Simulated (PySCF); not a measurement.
## Stationary points of [InCl4]-

Method: PySCF, PBE0, basis In def2-SVPD with ECP28, Cl def2-SVPD (scalar-relativistic core potentials, no spin–orbit coupling, density fitting).

Relaxations began from a few typed shapes. The search is not exhaustive: other isomers or separated fragments can lie lower, and high-lying points may rest on an excited occupation.

**Question.** Which is the lowest minimum found?
A. singlet Td: In–Cl 2.410 Å (×4); Cl–In–Cl 109.5° (×6)
B. singlet D4h: In–Cl 2.446 Å (×4); Cl–In–Cl 90.0° (×4), Cl–In–Cl 180.0° (×2)

**Answer.** A. The others lie at 112.6 (singlet D4h, a saddle point) kJ/mol above it.

Counting electrons, indium keeps none of its valence electrons outside its bonds, so the VSEPR class is AX4 and the expected shape is tetrahedral (Td), as computed.

For the lowest minimum: the lowest empty level of this anion is unbound, so it and the gap depend on the basis.
